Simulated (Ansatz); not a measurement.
The cluster Al6Ge⁻. Total charge -1; doublet. Geometry B3LYP-D4/def2-SVP, that of the neutral singlet.

```xyz
7

Ge    2.209    1.006   -0.961
Al   -0.370    1.021   -1.371
Al   -1.768    0.891    0.818
Al    1.060   -1.294   -0.506
Al    0.796    0.947    1.233
Al   -1.516   -1.252   -0.849
Al   -0.411   -1.320    1.637
```

At HF/def2-TZVPD, PBE0-D4/def2-TZVPD the charge -1 doublet is spin-contaminated (final ⟨S²⟩ up to 2.36, 0.75 for a pure state). The structure comes from a short search, and lower isomers may exist.

(1) Estimate the α-spin orbital energies around the gap (eV) in Ansatz with HF/def2-TZVPD, PBE-D4/def2-TZVPD, PBE0-D4/def2-TZVPD.

Answers

(1) 
| orbital | HF/def2-TZVPD | PBE-D4/def2-TZVPD | PBE0-D4/def2-TZVPD |
| --- | --- | --- | --- |
| HOMO−5 | -4.52 | -2.55 | -3.26 |
| HOMO−4 | -3.86 | -1.59 | -2.23 |
| HOMO−3 | -3.53 | -1.48 | -2.15 |
| HOMO−2 | -3.51 | -1.46 | -2.13 |
| HOMO−1 | -3.38 | -0.95 | -1.72 |
| HOMO | -2.51 | -0.09 | -0.79 |
| LUMO | 3.24 | 0.04 | 0.63 |
| LUMO+1 | 3.38 | 0.37 | 0.89 |
| LUMO+2 | 3.59 | 0.84 | 1.39 |
| LUMO+3 | 3.66 | 0.87 | 1.42 |
| LUMO+4 | 4.24 | 1.84 | 2.41 |
| LUMO+5 | 4.33 | 2.29 | 2.77 |
| β HOMO | -3.10 | -0.81 | -1.50 |
| β LUMO | 3.12 | 0.09 | 0.62 |
